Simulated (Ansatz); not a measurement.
Reaction (homolysis of the C–Ge bond): `[CH3][Ge]([F])([F])[F]` → `[CH3]`• + `[F][Ge]([F])[F]`•

Gas-phase electronic energies from Ansatz, PBE0-D4/def2-TZVP geometries. CCSD(T)/CBS adds triple-zeta CCSD(T) − MP2 to the extrapolated MP2 energy (def2 sets, frozen cores). This one scheme is used for every species. Functionals use def2-TZVPP. No spin–orbit coupling; open shells (•) take unrestricted orbitals. For Ge outer-core shells are correlated without core-valence functions, which leaves a few kJ/mol of doubt a bond. Scalar relativity is left out up to krypton.

`[CH3][Ge]([F])([F])[F]`:

Cartesian coordinates in Å:
```
C -0.835 -0.425 -0.527
Ge 0.649 0.330 0.410
F 0.516 0.192 2.113
F 2.146 -0.401 0.009
F 0.863 2.003 0.104
H -0.905 -1.486 -0.292
H -1.749 0.082 -0.219
H -0.686 -0.295 -1.599
```

`[CH3]`•:

Z-matrix (Å, degrees):
```
C
H 1 1.080
H 1 1.080 2 120.0
H 1 1.080 2 120.0 3 180.0
```

`[F][Ge]([F])[F]`•:

Cartesian coordinates in Å:
```
F 0.629 -1.460 0.181
Ge 0.310 0.226 0.304
F 0.387 0.856 -1.296
F -1.327 0.378 0.811
```

```tsv
level	ΔE (kJ/mol)
BHLYP-D4	367.1
ωB97X-V	389.1
ωB97M-V	381.0
MP2/def2-SVP	387.9
SCS-MP2/def2-TZVPP	394.3
CCSD/def2-TZVPP	381.9
HF/def2-QZVPP	283.9
CCSD/CBS(def2)	394.1
```

(1) What does CCSD(T)/CBS give? (Estimate.)

Largest T1 diagnostic among the species: 0.015.

Answers

(1) Ansatz gave: +400.5 kJ/mol. The listed levels differ from it by -33.4, -11.4, -19.5, -12.6, -6.2, -18.6, -116.6, -6.4 kJ/mol.

Leaving LDA and LC-ωPBE aside and taking each functional with its dispersion term where it has one, the values, not all of them listed here, spread over 44.6 kJ/mol, from BLYP-D4 to ωB97X-V. LDA lies +68.6 kJ/mol from PBE without D4, its usual overbinding. At CCSD(T), def2-SVP lies −22.0 kJ/mol from the extrapolated value and def2-TZVPP −12.2 kJ/mol: correlation converges slowly with the basis, and small sets miss more of it in the bonded molecule than in its fragments.
